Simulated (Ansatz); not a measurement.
System: SiHCl, charge -1, doublet. SiHCl- (parent SMILES [SiH]Cl, doublet).
B3LYP-D3(BJ)/def2-TZVP minimum from Ansatz (a program for electronic structure):
```xyz
3

Si     0.8594    -0.2125     0.8232
H      1.9036    -0.4761    -0.2900
Cl    -0.8197     0.2030    -0.6609
```
Charge -1, spin multiplicity 2.

Total energies in aug-cc-pV(T+d)Z, 13 correlated electrons, 10 frozen orbitals. UHF or UKS for unpaired electrons; spin-orbit terms are left out. Correlated methods leave the cores frozen. No relativity. The UHF reference of HClSi- (parent SMILES [SiH]Cl, doublet) is spin-contaminated (<S^2> up to 0.03 over the pure value in the sets run). The spin of HClSi- (parent SMILES [SiH]Cl, doublet) was assumed, and the state is the lowest solution found for it.

```tsv
method	program	energy (Eh)	minus CCSDT(Q) (mEh)
HF	Ansatz	-749.07327	358.24
MP2	Ansatz	-749.37948	52.03
CCSD	Ansatz	-749.41356	17.96
CCSD(T)	Ansatz	-749.42937	2.14
CCSDT(Q)	Ansatz	-749.43151	0.00
```

Rough core times of Ansatz's runs on a shared machine: CCSD(T) 30 s, CCSDT(Q) 50 min.
